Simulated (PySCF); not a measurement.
**Where the electron goes**

C₆H₁₁BSi.
Z-matrix (Å and degrees, PBE0-D3(BJ)/def2-SVP geometry), rows numbered from 1:
```
C 
B   1  1.5729
C   2  1.5708  1  118.98
C   2  1.5728  1  120.53  3  -178.98
C   4  1.3624  2  122.34  1   146.83
Si  5  1.8773  4  108.45  2  -174.27
C   6  1.8684  5   92.07  4    -0.96
C   7  1.3492  6  106.75  5     1.04
H   1  1.0994  2  116.10  3  -160.89
H   1  1.1019  2  112.88  3   -33.34
H   1  1.1080  2  105.54  3    81.29
H   3  1.1079  2  105.65  1    87.51
H   3  1.1011  2  113.56  1   -28.22
H   3  1.1000  2  115.15  1  -155.82
H   5  1.0928  4  121.83  2     4.76
H   6  1.4963  5  113.69  4   116.82
H   6  1.4964  5  113.57  4  -119.16
H   7  1.0919  6  130.85  5  -179.21
H   8  1.0961  4  119.03  2    -5.62
```

Computed, not measured: PySCF 2.14.0, density-fitted response routines, TDDFT PBE0/def2-SVPD, vertical, gas phase, core orbitals frozen in the response.

Frontier orbitals with the atoms that hold most of them (Löwdin shares over 4%, at most four atoms; ? is withheld):

```tsv
orbital	ε (eV)	atoms
HOMO-3	-8.89	C7 23%, Si6 22%, C8 14%, H16 14%
HOMO-2	-8.63	C3 15%, B2 14%, C1 12%, C8 10%
HOMO-1	-8.23	?
HOMO	-6.86	C7 26%, C5 24%, C8 18%, C4 17%
LUMO	-2.01	?
LUMO+1	-0.24	B2 25%, C8 18%, C7 17%, C4 7%
LUMO+2	0.35	B2 35%, Si6 8%, C1 6%, C3 6%
```

(1) Give the leading atoms of the HOMO-1.

(2) Give the leading atoms of the LUMO.

(3) How does S1 compare with the orbital gap of 4.86 eV?

(4) One configuration dominates each of S1, S2 and S3. Which, and how do the shares of the two leading atoms of either orbital change from the occupied to the empty one?

Answers

(1) C4 (bonded to B and 2 C) 20%; C5 (bonded to C, Si and H) 19%; B2 (bonded to 3 C) 17%; Si6 (bonded to 2 C and 2 H) 13%. By element: carbon 38% or more, boron 17%, silicon 13%.

(2) C5 (bonded to C, Si and H) 24%; C4 (bonded to B and 2 C) 19%; B2 (bonded to 3 C) 12%; C8 (bonded to 2 C and H) 10%. By element: carbon 53% or more, boron 12%.

(3) S1 is at 4.01 eV (f = 0.026), 0.85 eV below the gap, made of HOMO→LUMO (98%). 

(4) 
- S1 (4.01 eV, f 0.026), HOMO→LUMO (98%): C7 26% → at most 10%, C5 24% → 24%, C4 17% → 19%
- S2 (4.68 eV, f 0.0016), HOMO-1→LUMO (98%): C4 20% → 19%, C5 19% → 24%
- S3 (5.27 eV, f 0.0076), HOMO-2→LUMO (82%): C3 15% → at most 10%, B2 14% → 12%, C5 at most 10% → 24%, C4 at most 10% → 19%

Löwdin shares depend on the basis, the more so with diffuse functions.
